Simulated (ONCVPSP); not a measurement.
Rb, ONCV: configuration errors across variants

rubidium, optimised norm-conserving Vanderbilt (ONCV), made with ONCVPSP 4.0.1 (LDA (Perdew-Wang 92), scalar-relativistic). Core [Ar] 3d10, reference 4s2 4p6 5s1. Waves: 4s+5s: rc 2.20 bohr, ncon 4, nbas 8, qcut 5.3 1/bohr, 2 projectors; 4p: rc 2.50 bohr, ncon 4, nbas 8, qcut 4.3 1/bohr, 1 projector; d scattering state at 0.04 Ha: rc 2.45 bohr, ncon 3, nbas 6, qcut 4 1/bohr, 2 projectors, debl 0.3 Ha. Local part: polynomial inside 2.20 bohr (lpopt 5, dvloc0 6 Ha). Core correction: none.

All-electron excitation energies from the reference (eV): (1) 4s2 4p6 5s0 4.274; (2) 4s2 4p6 5s0.5 1.658; (3) 4s2 4p6 5s0 5p1 1.618; (4) 4s2 4p5 5s1 21.240.

1 further variants failed, have other tests or too few solved ones, and are left out.

Errors AE − PS in meV (a dash: test not solved or not reliable):

| change | (1) | (2) | (3) | (4) | bound ghosts | GHOST(+) flags above zero |
| --- | --- | --- | --- | --- | --- | --- |
| base | -0.2 | -0.1 | -20 | -32 | none | none |
| local potential polynomial inside 2.20 bohr (lpopt 5, dvloc0 6.5 Ha) | -0.2 | -0.1 | -22 | -33 | none | none |
| s: nproj 4 | -0.2 | -0.1 | -20 | -32 | none | s |
| all radii scaled by about 0.85 (s 1.88, p 2.14, d 2.08 bohr); local potential polynomial inside 1.88 bohr (lpopt 5, dvloc0 6 Ha) | -0.1 | 0.0 | -3.0 | -12 | none | none |
| s: rc 1.74; local potential polynomial inside 1.74 bohr (lpopt 5, dvloc0 6 Ha) | -0.1 | 0.0 | +1.2 | -9.2 | none | s |

(1) Give the same row for: p: nbas 9.

Results:

(1) -0.2, -0.1, -21, -31; bound ghosts: none; GHOST(+) flags above zero: none.
